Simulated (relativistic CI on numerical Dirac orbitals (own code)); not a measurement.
Hyperfine structure of Hg⁷⁶⁺, mass number 199

Method of calculation: Dirac-Coulomb-Breit CI, orbitals from a KLI potential per configuration, model QED (radiative potential, 1s self-energy scaled to tabulated hydrogen-like ionisation energies), unscaled Slater integrals (own radial code, finite nucleus).

Configuration list (outside the closed core 1s2): 2s2, 2s.2p, 2p2, 2p.3s, 2p.3p, 2s.3s, 2s.3p, 2s.3d, 2s.4s, 2s.4p, 2s.4d, 2s.4f, 3s2, 3s.3p, 3p2. Levels of other configurations are missing.

Nuclear spin I = 1/2, μ = 0.5039 μN (tables of Stone and Pyykkö). The electronic factors are computed for point nuclear moments, without core polarisation or the Bohr-Weisskopf and QED corrections.

```json
{"Level": "2s.2p 3P°_1", "E (Ry)": "17.375", "A (GHz)": "23510"}
{"Level": "2s.2p 3P°_2", "E (Ry)": "170.457", "A (GHz)": "9730"}
{"Level": "2s.2p 1P°_1", "E (Ry)": "177.872", "A (GHz)": "-7415"}
{"Level": "2p2 3P_1", "E (Ry)": "193.086", "A (GHz)": "-1497"}
{"Level": "2p2 1D_2", "E (Ry)": "194.415", "A (GHz)": "3740"}
{"Level": "2p2 3P_2", "E (Ry)": "349.953", "A (GHz)": "1132"}
{"Level": "2s.3s 3S_1", "E (Ry)": "969.287", "A (GHz)": "23060"}
{"Level": "2s.3p 3P°_1", "E (Ry)": "976.051", "A (GHz)": "19570"}
```

Levels with J = 0, under 50 % of one LS term, or S terms without an open s electron are left out. Small factors come from cancelling terms and can be off by tens of per cent or more.

At this charge energies of transitions that change n are usually good to better than 1 %, and those within a shell (Δn = 0) to a few per cent.

Q: Give the hyperfine levels of 2s.2p 3P°_1 relative to its centre of gravity.

A: With K = F(F + 1) − I(I + 1) − J(J + 1), E = AK/2: F = 1/2: -23510, F = 3/2: 11760 GHz.

LS names give the leading component of a level, which can be under half, so a name can repeat, a term be missing and a line seem to break the LS rules.
